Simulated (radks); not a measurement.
Values are calculated unless marked as measured or tabulated.
Species: Rh XXX. Configuration: [Ne] 3s2 3p4. Level of theory: scalar-relativistic Kohn-Sham, PBE, spin-polarised, spherical densities, finite nucleus; open shells are filled with parallel spins first (spin-orbit coupling, left out, can overturn this in heavy ions); Fermi nuclear charge, rms radius 4.4945 fm (a radial shooting solver on a logarithmic mesh with Libxc functionals).

Radial electron density D(r) = 4 pi r^2 rho(r):

r (bohr),D(r) (e/bohr),spin D(r)
0.002688,5.941,0.0000733
0.002982,7.041,0.000152
0.003336,8.427,0.000288
0.003731,10.05,0.000504
0.004173,11.93,0.000840
0.00463,13.93,0.00131
0.005179,16.38,0.00208
0.005793,19.16,0.00324
0.006428,22.02,0.00483
0.00719,25.40,0.00736
0.008042,29.08,0.0111
0.008995,32.98,0.0166
0.009981,36.75,0.0239
0.01116,40.86,0.0352
0.01249,44.87,0.0513
0.01385,48.38,0.0724
0.0155,51.73,0.104
0.01733,54.45,0.148
0.01939,56.36,0.208
0.02151,57.28,0.283
0.02406,57.30,0.389
0.02691,56.36,0.527
0.02986,54.79,0.689
0.0334,52.65,0.903
0.03736,50.51,1.16
0.04179,48.92,1.45
0.04637,48.42,1.75
0.05186,49.31,2.06
0.05801,51.85,2.35
0.06437,55.50,2.55
0.072,60.19,2.63
0.08053,64.68,2.54
0.09007,67.68,2.23
0.09995,68.10,1.77
0.1118,65.27,1.14
0.125,58.98,0.503
0.1387,50.79,0.0825
0.1552,40.93,0.0145
0.1736,31.91,0.516
0.1942,25.41,1.64
0.2154,22.36,3.14
0.241,21.92,4.93
0.2695,23.01,6.47
0.2991,23.77,7.29
0.3345,22.90,7.27
0.3741,19.81,6.35
0.4185,15.11,4.85
0.4643,10.39,3.33
0.5194,6.012,1.93
0.5809,2.966,0.952
0.6446,1.317,0.424
0.721,0.4565,0.148
0.8064,0.1281,0.0418
0.902,0.02846,0.00937
1.001,0.005585,0.00186
1.119,0.0007345,0.000247

D(r) has 3 maxima, at r = 0.0228, 0.0968, 0.301 bohr, and minima at 0.0460, 0.232 bohr, inside which lie 2.04, 10.48 electrons.
